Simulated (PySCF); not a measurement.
3-methylpenta-1,2-diene (C₆H₁₀), SMILES C=C=C(C)CC.

Geometry optimised at TPSSh-D3(BJ)/def2-SVP. One conformer was computed; it need not be the lowest.

The numbers are results of TDDFT-ωB97X/def2-SVPD in PySCF 2.14.0, not measurements.

Vertical excitations. Gas-phase values at a fixed geometry.

Q: Estimate the UV-visible absorptions. (The exact figures need the calculation; the answer reports its results.)

A: 
```json
[
 {"state": "S1", "energy (eV)": "5.74", "λ (nm)": "216", "f": "0.000", "main pairs": "HOMO→LUMO+1 81 %"},
 {"state": "S2", "energy (eV)": "6.51", "λ (nm)": "191", "f": "0.000", "main pairs": "HOMO−1→LUMO+2 63 %, HOMO−1→LUMO 14 %"},
 {"state": "S3", "energy (eV)": "7.10", "λ (nm)": "175", "f": "0.035", "main pairs": "HOMO→LUMO 79 %"},
 {"state": "S4", "energy (eV)": "7.33", "λ (nm)": "169", "f": "0.170", "main pairs": "HOMO→LUMO+2 68 %, HOMO−1→LUMO+1 15 %"},
 {"state": "S5", "energy (eV)": "7.60", "λ (nm)": "163", "f": "0.077", "main pairs": "HOMO−1→LUMO 50 %, HOMO−1→LUMO+2 24 %, HOMO−1→LUMO+3 19 %"},
 {"state": "S6", "energy (eV)": "7.77", "λ (nm)": "160", "f": "1.174", "main pairs": "HOMO−1→LUMO+1 65 %, HOMO→LUMO+2 13 %"},
 {"state": "S7", "energy (eV)": "8.35", "λ (nm)": "148", "f": "0.005", "main pairs": "HOMO→LUMO+3 64 %, HOMO→LUMO+4 17 %"},
 {"state": "S8", "energy (eV)": "8.70", "λ (nm)": "143", "f": "0.028", "main pairs": "HOMO→LUMO+4 58 %, HOMO→LUMO+3 13 %, HOMO→LUMO+7 9 %"},
 {"state": "S9", "energy (eV)": "8.74", "λ (nm)": "142", "f": "0.015", "main pairs": "HOMO→LUMO+5 83 %"},
 {"state": "S10", "energy (eV)": "8.99", "λ (nm)": "138", "f": "0.001", "main pairs": "HOMO−1→LUMO+3 41 %, HOMO−1→LUMO 17 %, HOMO−1→LUMO+6 16 %, HOMO−1→LUMO+4 13 %"},
 {"state": "T1", "energy (eV)": "4.52", "λ (nm)": "274", "f": "0", "main pairs": "HOMO→LUMO+2 48 %, HOMO−1→LUMO+1 16 %, HOMO→LUMO 9 %"},
 {"state": "T2", "energy (eV)": "4.86", "λ (nm)": "255", "f": "0", "main pairs": "HOMO−1→LUMO+1 61 %, HOMO→LUMO+2 13 %"},
 {"state": "T3", "energy (eV)": "5.41", "λ (nm)": "229", "f": "0", "main pairs": "HOMO→LUMO+1 80 %"},
 {"state": "T4", "energy (eV)": "6.22", "λ (nm)": "199", "f": "0", "main pairs": "HOMO−1→LUMO+2 63 %, HOMO−1→LUMO 13 %"}
]
```
Triplets are in the Tamm–Dancoff approximation, which puts them higher than full response would, so one can lie above its singlet here.
